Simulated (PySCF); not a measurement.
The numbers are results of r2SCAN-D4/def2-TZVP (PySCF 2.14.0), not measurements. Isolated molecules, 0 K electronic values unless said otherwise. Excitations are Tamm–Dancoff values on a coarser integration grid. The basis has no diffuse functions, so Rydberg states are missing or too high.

Reference species (SMILES): `[SiH3][Ga]([F])[F]` (neutral, multiplicity 1).

| Property | Result |
|---|---|
| HOMO–LUMO gap | 5.77 eV |
| T1 excitation (TDA) | 5.02 eV |

Changed species: `[F][Ga]([F])[F]` (0 of 3 F replaced by SiH3; the reference has 1 of 3 F replaced by SiH3).

What does the change do to the HOMO–LUMO gap and T1 excitation (TDA)?

the HOMO–LUMO gap rises by 1.36 eV, to 7.13 eV; the T1 excitation (TDA) rises by 1.78 eV, to 6.80 eV.
